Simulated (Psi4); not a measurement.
Calculation: SAPT0/jun-cc-pVDZ, frozen core (Psi4).

Psi4 input:

```
molecule {
0 1
F 1.16008410 -0.47757110 -0.40863374
C 0.00126256 0.00285405 0.06259265
F -0.99046796 -0.79994825 -0.34758889
F -0.19563342 1.22201562 -0.45774373
H 0.02475472 0.05264968 1.15137370
--
0 1
C 0.18345255 2.39246318 2.49919717
Al -1.52272925 2.39580423 1.52159979
C -1.88683427 3.79081360 0.18440174
C -2.86506296 1.00461033 1.88160010
H 0.31623240 3.33477838 3.06211251
H 0.28443130 1.56040450 3.21511799
H 1.03862088 2.33818091 1.80063996
H -1.06946199 4.52145081 0.06977497
H -2.07666874 3.34398231 -0.80894191
H -2.80401755 4.35270334 0.43998876
H -3.78111707 1.10314661 1.27646120
H -3.16529386 1.01277101 2.94562986
H -2.44867959 -0.00257724 1.69583287
units angstrom
symmetry c1
no_reorient
no_com
}
set basis jun-cc-pvdz
set scf_type df
set freeze_core true
energy('sapt0')
```

Part of the output:

```
    SAPT Results
  --------------------------------------------------------------------------------------------------------
    Electrostatics                 -6.15424765 [mEh]      -3.86184871 [kcal/mol]     -16.15797499 [kJ/mol]
      Elst10,r                     -6.15424765 [mEh]      -3.86184871 [kcal/mol]     -16.15797499 [kJ/mol]

    Exchange                       16.75437364 [mEh]      10.51352818 [kcal/mol]      43.98860192 [kJ/mol]
      Exch10                       16.75437364 [mEh]      10.51352818 [kcal/mol]      43.98860192 [kJ/mol]
      Exch10(S^2)                  16.67031750 [mEh]      10.46078216 [kcal/mol]      43.76791257 [kJ/mol]

    Induction                      -3.26944531 [mEh]      -2.05160791 [kcal/mol]      -8.58392748 [kJ/mol]
      Ind20,r                      -9.17222804 [mEh]      -5.75565999 [kcal/mol]     -24.08168141 [kJ/mol]
      Exch-Ind20,r                  7.09698952 [mEh]       4.45342816 [kcal/mol]      18.63314342 [kJ/mol]
      delta HF,r (2)               -1.19420679 [mEh]      -0.74937607 [kcal/mol]      -3.13538949 [kJ/mol]

    Dispersion                     -6.22743467 [mEh]      -3.90777426 [kcal/mol]     -16.35012748 [kJ/mol]
      Disp20                       -7.23104161 [mEh]      -4.53754712 [kcal/mol]     -18.98509714 [kJ/mol]
      Exch-Disp20                   1.00360694 [mEh]       0.62977286 [kcal/mol]       2.63496965 [kJ/mol]
      Disp20 (SS)                  -3.61552081 [mEh]      -2.26877356 [kcal/mol]      -9.49254857 [kJ/mol]
      Disp20 (OS)                  -3.61552081 [mEh]      -2.26877356 [kcal/mol]      -9.49254857 [kJ/mol]
      Exch-Disp20 (SS)              0.57070978 [mEh]       0.35812579 [kcal/mol]       1.49839831 [kJ/mol]
      Exch-Disp20 (OS)              0.43289716 [mEh]       0.27164707 [kcal/mol]       1.13657134 [kJ/mol]

  Total HF                          7.33068067 [mEh]       4.60007157 [kcal/mol]      19.24669945 [kJ/mol]
  Total SAPT0                       1.10324600 [mEh]       0.69229731 [kcal/mol]       2.89657197 [kJ/mol]
```
